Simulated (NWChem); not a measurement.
System: GaBr3; SMILES [Br][Ga]([Br])[Br]

NWChem input:

```
start job
memory heap 200 mb stack 900 mb global 1100 mb
geometry units angstroms noautosym nocenter noautoz
  Ga     0.000000     0.000000     0.000000
  Br     2.123988    -0.840642     0.000000
  Br    -1.790011    -1.419106     0.000000
  Br    -0.333976     2.259748     0.000000
end
basis spherical
  Ga library def2-svp
  Br library def2-svp
end
dft
  xc pbe0
  iterations 150
end
property
  efieldgrad
end
task dft property
```

NWChem printed, in part:

```
             Northwest Computational Chemistry Package (NWChem) 7.3.0
             --------------------------------------------------------

                             Geometry "geometry" -> ""
                             -------------------------

 Output coordinates in angstroms (scale by  1.889725989 to convert to a.u.)

  No.       Tag          Charge          X              Y              Z
 ---- ---------------- ---------- -------------- -------------- --------------
    1 Ga                  31.0000     0.00000000     0.00000000     0.00000000
    2 Br                  35.0000     2.12398800    -0.84064200     0.00000000
    3 Br                  35.0000    -1.79001100    -1.41910600     0.00000000
    4 Br                  35.0000    -0.33397600     2.25974800     0.00000000

 Effective nuclear repulsion energy (a.u.)    1245.5749719133

                              NWChem Property Module
                              ----------------------

  itol2e modified to match energy
  convergence criterion.

                                 NWChem DFT Module
                                 -----------------

 Summary of "ao basis" -> "ao basis" (spherical)
 ------------------------------------------------------------------------------
       Tag                 Description            Shells   Functions and Types
 ---------------- ------------------------------  ------  ---------------------
 Ga                         def2-svp                12       32   5s4p3d
 Br                         def2-svp                12       32   5s4p3d

  itol2e modified to match energy
  convergence criterion.

            General Information
            -------------------
          SCF calculation type: DFT
          Wavefunction type:  closed shell.
          No. of atoms     :     4
          No. of electrons :   136
           Alpha electrons :    68
            Beta electrons :    68
          Charge           :     0
          Spin multiplicity:     1
          Use of symmetry is: off; symmetry adaption is: off
          Maximum number of iterations: 150
          AO basis - number of functions:   128
                     number of shells:    48
          Convergence on energy requested:  1.00D-07
          Convergence on density requested:  1.00D-05
          Convergence on gradient requested:  5.00D-04

              XC Information
              --------------
                         PBE0 Method XC Functional
                     Hartree-Fock (Exact) Exchange  0.250
          PerdewBurkeErnzerhof Exchange Functional  0.750
            Perdew 1991 LDA Correlation Functional  1.000 local
           PerdewBurkeErnz. Correlation Functional  1.000 non-local

             Grid Information
             ----------------
          Grid used for XC integration:  fine
          Radial quadrature: Mura-Knowles
          Angular quadrature: Lebedev.
          Tag              B.-S. Rad. Rad. Pts. Rad. Cut. Ang. Pts.
          ---              ---------- --------- --------- ---------
          Ga                  1.30      140           8.0       974
          Br                  1.15      140          11.0       974
          Grid pruning is: on
          Number of quadrature shells:   560
          Spatial weights used:  Erf1

      Superposition of Atomic Density Guess
      -------------------------------------

 Sum of atomic energies:       -9639.23328662

      Non-variational initial energy
      ------------------------------

 Total energy =   -9639.900445
 1-e energy   =  -15919.095399
 2-e energy   =    5033.619982
 HOMO         =      -0.390249
 LUMO         =      -0.040009

   convergence    iter        energy       DeltaE   RMS-Dens  Diis-err
 ---------------- ----- ----------------- --------- --------- ---------
 d= 0,ls=0.0,diis     1  -9645.0955767755 -1.09D+04  1.20D-02  5.97D-01
 d= 0,ls=0.0,diis     2  -9645.0609691180  3.46D-02  7.27D-03  7.78D-01
 d= 0,ls=0.0,diis     3  -9645.1665887558 -1.06D-01  1.05D-03  4.84D-02
 d= 0,ls=0.0,diis     4  -9645.1705566682 -3.97D-03  2.27D-04  4.99D-03
 d= 0,ls=0.0,diis     5  -9645.1708416355 -2.85D-04  5.60D-05  6.47D-05
  Resetting Diis
 d= 0,ls=0.0,diis     6  -9645.1708492721 -7.64D-06  4.51D-06  2.36D-07
 d= 0,ls=0.0,diis     7  -9645.1708493001 -2.81D-08  1.65D-06  1.72D-08

         Total DFT energy =    -9645.170849300126
      One electron energy =   -15916.673910798354
           Coulomb energy =     5373.991735299704
    Exchange-Corr. energy =     -348.063645714738
 Nuclear repulsion energy =     1245.574971913262

 Numeric. integr. density =      136.000000164418

                       DFT Final Molecular Orbital Analysis
                       ------------------------------------

 Vector   66  Occ=2.000000D+00  E=-3.278875D-01
              MO Center= -1.1D+00,  2.5D-01,  3.2D-08, r^2= 5.2D+00
   Bfn.  Coefficient  Atom+Function         Bfn.  Coefficient  Atom+Function
  ----- ------------  ---------------      ----- ------------  ---------------
    81      0.443545  3 Br pz               113     -0.406250  4 Br pz
    78      0.395315  3 Br pz               110     -0.362076  4 Br pz
    75     -0.262157  3 Br pz               107      0.240114  4 Br pz
    72      0.085150  3 Br pz               104     -0.077991  4 Br pz
    19      0.051429  1 Ga d -1              29     -0.043492  1 Ga d -1

 Vector   67  Occ=2.000000D+00  E=-3.278875D-01
              MO Center=  1.1D+00, -2.5D-01, -1.3D-08, r^2= 5.2D+00
   Bfn.  Coefficient  Atom+Function         Bfn.  Coefficient  Atom+Function
  ----- ------------  ---------------      ----- ------------  ---------------
    49      0.490630  2 Br pz                46      0.437280  2 Br pz
    43     -0.289987  2 Br pz               113     -0.277612  4 Br pz
   110     -0.247425  4 Br pz                81     -0.213016  3 Br pz
    78     -0.189853  3 Br pz               107      0.164083  4 Br pz
    75      0.125903  3 Br pz                40      0.094189  2 Br pz

 Vector   68  Occ=2.000000D+00  E=-3.159261D-01
              MO Center=  8.2D-06, -9.3D-07, -8.9D-10, r^2= 6.6D+00
   Bfn.  Coefficient  Atom+Function         Bfn.  Coefficient  Atom+Function
  ----- ------------  ---------------      ----- ------------  ---------------
   111     -0.353504  4 Br px                48      0.332268  2 Br py
   108     -0.317080  4 Br px                45      0.298032  2 Br py
    80     -0.280020  3 Br py                77     -0.251167  3 Br py
    79      0.221998  3 Br px               105      0.208970  4 Br px
    76      0.199124  3 Br px                42     -0.196416  2 Br py

 Vector   69  Occ=0.000000D+00  E=-8.516746D-02
              MO Center=  5.8D-07, -3.5D-07, -3.7D-08, r^2= 5.1D+00
   Bfn.  Coefficient  Atom+Function         Bfn.  Coefficient  Atom+Function
  ----- ------------  ---------------      ----- ------------  ---------------
     4      0.865756  1 Ga s                  5      0.565456  1 Ga s
   112      0.422138  4 Br py                47      0.396777  2 Br px
     3     -0.389242  1 Ga s                 79     -0.334388  3 Br px
    80     -0.265100  3 Br py               109      0.245266  4 Br py
    44      0.230531  2 Br px                76     -0.194282  3 Br px

 Vector   70  Occ=0.000000D+00  E=-6.309242D-02
              MO Center= -9.7D-09,  3.7D-08,  3.5D-08, r^2= 4.2D+00
   Bfn.  Coefficient  Atom+Function         Bfn.  Coefficient  Atom+Function
  ----- ------------  ---------------      ----- ------------  ---------------
    17      0.659602  1 Ga pz                14      0.520257  1 Ga pz
    49     -0.261709  2 Br pz                81     -0.261710  3 Br pz
   113     -0.261710  4 Br pz                11     -0.236532  1 Ga pz
    46     -0.157095  2 Br pz                78     -0.157095  3 Br pz
   110     -0.157095  4 Br pz                43      0.103047  2 Br pz

 Vector   71  Occ=0.000000D+00  E= 5.665047D-02
              MO Center= -3.1D-02,  2.9D-01, -2.0D-09, r^2= 5.5D+00
   Bfn.  Coefficient  Atom+Function         Bfn.  Coefficient  Atom+Function
  ----- ------------  ---------------      ----- ------------  ---------------
    15      1.273532  1 Ga px                69      0.494910  3 Br s
    37     -0.482815  2 Br s                 12      0.420710  1 Ga px
    80      0.389842  3 Br py               111     -0.350485  4 Br px
    48     -0.318479  2 Br py                47      0.307551  2 Br px
    68      0.236019  3 Br s                 36     -0.230251  2 Br s

     Multipole analysis of the density
     ---------------------------------

     L   x y z        total         alpha         beta         nuclear
     -   - - -        -----         -----         ----         -------
     0   0 0 0     -0.000000    -68.000000    -68.000000    136.000000

     1   1 0 0     -0.000001     -0.000034     -0.000034      0.000066
     1   0 1 0      0.000000      0.000000      0.000000      0.000000
     1   0 0 1     -0.000000     -0.000000     -0.000000      0.000000

     2   2 0 0    -53.663261   -515.969510   -515.969510    978.275759
     2   1 1 0      0.000001     -0.000014     -0.000014      0.000029
     2   1 0 1     -0.000000     -0.000000     -0.000000      0.000000
     2   0 2 0    -53.663256   -515.969349   -515.969349    978.275442
     2   0 1 1      0.000000      0.000000      0.000000      0.000000
     2   0 0 2    -50.935077    -25.467538    -25.467538      0.000000

          -----------------------
          Electric field gradient
          -----------------------

 1 a.u. = 0.324123 10**(16) esu/cm**3  ( or statvolts/cm**2 ) = 0.97174 10**(22) v/m**2

 ------------------------------------------------------------
   Atom      X         Y         Z
 ------------------------------------------------------------
    1 Ga   0.00000   0.00000   0.00000
 ------------------------------------------------------------

 Electric field gradient in molecular frame (a.u.)
         XX             YY             ZZ             XY             XZ             YZ
 ------------------------------------------------------------------------------------------
        0.718052       0.718053      -1.436105       0.000000       0.000000       0.000000

 Principal components (a.u.) and orientation
 of principal axis w.r.t. absolute frame                      Asymmetry parameter eta
 --------------------------------------------------------------------------------------
       -1.436105       0.718053       0.718052                       0.000001

       -0.000000       0.346541       0.938035
       -0.000000       0.938035      -0.346541
        1.000000       0.000000       0.000000

 ------------------------------------------------------------
   Atom      X         Y         Z
 ------------------------------------------------------------
    2 Br   4.01376  -1.58858   0.00000
 ------------------------------------------------------------

 Electric field gradient in molecular frame (a.u.)
         XX             YY             ZZ             XY             XZ             YZ
 ------------------------------------------------------------------------------------------
       -3.429167       1.727417       1.701750       2.419974       0.000000       0.000000

 Principal components (a.u.) and orientation
 of principal axis w.r.t. absolute frame                      Asymmetry parameter eta
 --------------------------------------------------------------------------------------
       -4.386956       2.685206       1.701750                       0.224177

        0.929822       0.368009      -0.000000
       -0.368009       0.929822      -0.000000
       -0.000000       0.000001       1.000000

 ------------------------------------------------------------
   Atom      X         Y         Z
 ------------------------------------------------------------
    3 Br  -3.38263  -2.68172   0.00000
 ------------------------------------------------------------

 Electric field gradient in molecular frame (a.u.)
         XX             YY             ZZ             XY             XZ             YZ
 ------------------------------------------------------------------------------------------
       -1.657489      -0.044259       1.701749      -3.442852       0.000001       0.000001

 Principal components (a.u.) and orientation
 of principal axis w.r.t. absolute frame                      Asymmetry parameter eta
 --------------------------------------------------------------------------------------
       -4.386954       2.685205       1.701749                       0.224178

        0.783617      -0.621245       0.000000
        0.621245       0.783617       0.000000
       -0.000000       0.000000       1.000000

 ------------------------------------------------------------
   Atom      X         Y         Z
 ------------------------------------------------------------
    4 Br  -0.63112   4.27030   0.00000
 ------------------------------------------------------------

 Electric field gradient in molecular frame (a.u.)
         XX             YY             ZZ             XY             XZ             YZ
 ------------------------------------------------------------------------------------------
        2.534030      -4.235778       1.701749       1.022876      -0.000001       0.000000

 Principal components (a.u.) and orientation
 of principal axis w.r.t. absolute frame                      Asymmetry parameter eta
 --------------------------------------------------------------------------------------
       -4.386953       2.685204       1.701749                       0.224177

       -0.146205       0.989254       0.000001
        0.989254       0.146205       0.000000
       -0.000000      -0.000001       1.000000
```

Level: PBE0/def2-SVP. Geometry: optimised at PBE-D3(BJ)/def2-SVP. NWChem prints the field gradient with the sign opposite to the second derivative of the potential.
